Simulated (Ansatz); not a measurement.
The same path of CH₂OSeSi (6 atoms, charge 0, multiplicity 1) was run 3 times with different band settings.

Method: Ansatz, RKS revPBE-D4/def2-SVP.

Relaxed end points:

```xyz
6
Properties=species:S:1:pos:R:3
O 0.643 -0.604 -2.213
Si -0.405 -1.004 -0.933
C -0.084 -0.056 0.518
Se -0.237 0.207 2.258
H 1.302 0.078 -1.988
H -1.219 1.379 2.358
```

```xyz
6
Properties=species:S:1:pos:R:3
O 0.848 -0.751 -2.095
Si -0.159 -1.175 -0.791
C -0.362 0.144 0.360
Se -1.223 0.906 1.701
H 1.175 0.167 -2.065
H -0.279 0.709 2.891
```

Common settings: optimiser quadratic models (default); start path through a guess of the saddle point; force threshold 0.05 eV/Å; iteration limit 60; end points relaxed.

| run | movable images | climbing image | spring |
| --- | --- | --- | --- |
| 1 | 7 | yes | 5.0 eV/Å² |
| 2 | 2 | no | 5.0 eV/Å² |
| 3 | 7 | yes | 0.5 eV/Å² |

Q: What does each run give, and how far can it be trusted?

A: Run 1: not converged after 60 iterations, highest image 0.692 eV above the first end. The band didn't meet its force threshold, so its energies are provisional: the largest band force was still 1.10 eV/Å, and over the last iterations the top moved between 0.20 and 0.69 eV.
Run 2: converged after 15 iterations, highest image 0.374 eV above the first end. No image climbed, so the highest image needn't sit at the top of the path. A band with more images between the same ends climbed to 1.10 eV, so this one has probably stepped over the top. So few images can step over the top or miss a turn of the path.
Run 3: converged after 56 iterations, highest image 1.097 eV above the first end. The profile has 2 maxima (images 2, 6) with wells between them (image 4): this band takes more than one step, which may be the mechanism or a detour left from its start path. The order of the stationary point at the top wasn't checked.
